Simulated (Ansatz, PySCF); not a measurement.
Species: C4H4N, net charge 0, doublet state. It need not be the lowest isomer of its formula. SMILES: [C](/C)=C/C#N
Structure (B3LYP-D3(BJ)/def2-TZVP (Ansatz, a program for electronic structure) minimum search):
```
C
C 1 1.3168
H 2 1.0854 1 121.78
C 2 1.4302 3 116.78 1 180.00
N 4 1.1533 3 154.17 2 -180.00
C 1 1.4576 2 140.32 3 -180.00
H 6 1.0926 1 110.87 2 120.27
H 6 1.0926 7 107.60 1 -121.40
H 6 1.0981 7 108.36 8 -116.96
```
Charge 0, spin multiplicity 2.

Quantity: atomisation energy (electronic, to ground-state atoms), in kcal/mol. Correlated levels leave the core frozen unless marked. Open shells are spin-unrestricted. Spin-orbit coupling is left out. Non-relativistic. The coupled-cluster limit lacks core correlation, which all-electron functionals hold. CBS(X,Y): correlation extrapolated as X^-3; Hartree-Fock from the larger set. The bracket is a focal-point correction in the basis named.

The UHF reference is spin-contaminated (<S^2> 0.32 over the pure value in the largest basis). 

```
level                                                     program  atomisation energy (kcal/mol)
-------------------------------------------------  --------------  -----------------------------
HF-D4/def2-TZVPD                                    PySCF + dftd4                            ___
PBE/def2-TZVPD                                             Ansatz                            ___
BLYP/def2-TZVPD                                            Ansatz                          949.6
revPBE-D4/def2-TZVPD                               Ansatz + dftd4                          959.5
revPBE/def2-TZVPD                                          Ansatz                          947.4
B3LYP-D3(BJ)/def2-TZVPD                            Ansatz + dftd3                          951.2
PBE0/STO-3G                                                Ansatz                         1058.4
BHLYP-D4/def2-TZVPD                                Ansatz + dftd4                          911.2
TPSSh-D3(BJ)/def2-TZVPD                             PySCF + dftd3                          949.6
HSE06-D3(BJ)/def2-TZVPD                            Ansatz + dftd3                          959.6
B2PLYP-D4/def2-TZVPD                               Ansatz + dftd4                          941.6
SCS-MP2/STO-3G                                             Ansatz                          882.1
SCS-MP2/cc-pVTZ                                            Ansatz                          918.8
CCSD/6-31G*                                                Ansatz                          853.4
CCSD/cc-pVTZ                                               Ansatz                          895.2
RI-MP2/CBS(cc-pVTZ,cc-pVQZ)+[CCSD(T)-MP2]/cc-pVTZ          Ansatz                            ___
```

Task: Complete the blanks.

Result: 
- HF-D4/def2-TZVPD, atomisation energy (kcal/mol): 688.1
- PBE/def2-TZVPD, atomisation energy (kcal/mol): 983.2
- RI-MP2/CBS(cc-pVTZ,cc-pVQZ)+[CCSD(T)-MP2]/cc-pVTZ, atomisation energy (kcal/mol): 939.7
